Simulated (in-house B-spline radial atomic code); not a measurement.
**Bi²⁺: [Kr] (4d3/2)3 (4d5/2)5 4f14 5s2 5p6 5d10 6s2 6p3 (with a hole in an inner shell)**

Computed with an all-electron radial atomic-structure program (B-spline basis): Dirac-Hartree-Fock, average of the jj configuration, Fermi nucleus of rms radius 5.5211 fm.

Z_r = [3n² - l(l+1)]/(2<r>); Z_e = n√(-2ε); the last column is Slater's effective charge. Values are occupation-weighted means over j. An effective charge above Z reflects the relativistic contraction of the inner shells.

```tsv
shell	electrons	ε (eV)	<r> (bohr)	Z_r	Z_e	Slater
1s	2	-91222	0.01579	94.97	81.88	82.70
2s	2	-16608	0.06574	91.26	69.88	78.85
2p	6	-14381	0.05995	83.40	65.02	78.85
3s	2	-4135.4	0.1706	79.11	52.30	71.75
3p	6	-3479.7	0.1723	72.57	47.98	71.75
3d	10	-2744.9	0.1576	66.61	42.61	61.85
4s	2	-1033.6	0.3747	64.04	34.86	55.25
4p	6	-809.8	0.3972	57.91	30.86	55.25
4d	8	-536.13	0.4192	50.09	25.11	44.55
4f	14	-238.14	0.4276	42.10	16.73	34.45
5s	2	-223.79	0.8171	45.89	20.28	27.05
5p	6	-155.14	0.9156	39.86	16.88	27.05
5d	10	-68.451	1.127	30.60	11.22	13.85
6s	2	-41.434	1.964	27.49	10.47	8.30
6p	3	-27.143	2.393	22.15	8.47	8.30
```

The least bound orbital is 6p3/2 at -25.94 eV, and it is also the most diffuse (<r> = 2.467 bohr). The part-filled 4d shell lies below the filled 6s shell in orbital energy.

For the 1s electron the small component carries 10.1 % of the norm, the zero-frequency Breit interaction raises the level by 358.2 eV, self-energy by 233.5 eV, and vacuum polarisation lowers it by 50.59 eV.
